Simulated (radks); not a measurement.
The numbers below are computed, except where a source is named.
Isoelectronic series with 8 electrons, all held in the configuration [He] 2s2 2p4, which need not be the ground one along the series. Level of theory: scalar-relativistic Kohn-Sham, SCAN, spin-polarised, spherical densities, finite nucleus; open shells are filled with parallel spins first; meta-GGA in the generalised Kohn-Sham scheme; Fermi nuclear charge, rms radius of each element as measured or else 0.836 A^(1/3) + 0.57 fm (a radial shooting solver on a logarithmic mesh with Libxc functionals). Total energies (hartree) and mean radii <r> (bohr):

ion,E (hartree),2p down,2p up
O,-75.10090,1.355,1.212
Ne2+,-126.75284,0.8316,0.7967
Mg4+,-192.53595,0.6156,0.5989
S8+,-366.58222,0.4088,0.4022
Ar10+,-474.93958,0.3504,0.3457
Ca12+,-597.60310,0.3067,0.3031
Ti14+,-734.64795,0.2726,0.2699
Cr16+,-886.15920,0.2454,0.2432

Estimate the row of Si6+.

Answer. E (hartree) -272.46574; 2p down 0.4909; 2p up 0.4810.
